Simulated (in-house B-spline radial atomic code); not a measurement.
Successive ionisation energies of silicon; each step leads to the configuration of the next row (after the last: bare). NIST's values go from ground level to ground level; the uncertainty of those that are theory runs from under 0.1 % in few-electron ions to several per cent in heavy many-electron ones. Computed with a radial B-spline atomic code at the basis-set limit: non-relativistic Hartree-Fock, average of the configuration, point nuclei.

```tsv
ion	configuration	ionisation energy (eV)	tabulated value (eV)	tabulated kind	computed minus tabulated (eV)	highest orbital	largest mean radius (bohr)
Si6+	[He] 2s2 2p4	250.8	246.57	semi-empirical	4.2	2p	0.53279
Si7+	[He] 2s2 2p3	297.9	303.59	semi-empirical	-5.7	2p	0.51925
Si8+	[He] 2s2 2p2	?	?	semi-empirical	?	?	?
Si9+	[He] 2s2 2p1	401.0	401.38	semi-empirical	-0.4	2p	0.49386
Si10+	[He] 2s2	?	?	semi-empirical	?	?	?
Si11+	[He] 2s1	521.8	523.415	tabulated theory	-1.6	2s	0.47118
Si12+	1s2	2431.6	2437.658	tabulated theory	-6.0	1s	0.1101
Si13+	1s1	2666.7	2673.178	tabulated theory	-6.5	1s	0.10714
```

Question: Fill in the row of Si8+.

Answer: ionisation energy (eV): 348.0; tabulated value (eV): 351.28; computed minus tabulated (eV): -3.3; highest orbital: 2p; largest mean radius (bohr): 0.50628.

Question: Fill in the row of Si10+.

Answer: ionisation energy (eV): 470.3; tabulated value (eV): 476.273; computed minus tabulated (eV): -6.0; highest orbital: 2s; largest mean radius (bohr): 0.48198.

Question: Where is the largest jump?

Answer: From Si11+ to Si12+, by a factor of 4.66 (521.84 to 2431.6 eV); the highest orbital goes from 2s to 1s.

Question: How far is this level of theory from the measured and semi-empirical values?

Answer: Over those 5 rows the differences run from -5.96 to +4.2 eV (mean absolute value 3.9 eV). The calculation leaves out relativity, correlation and, in open shells, the multiplet splittings that an average leaves out.
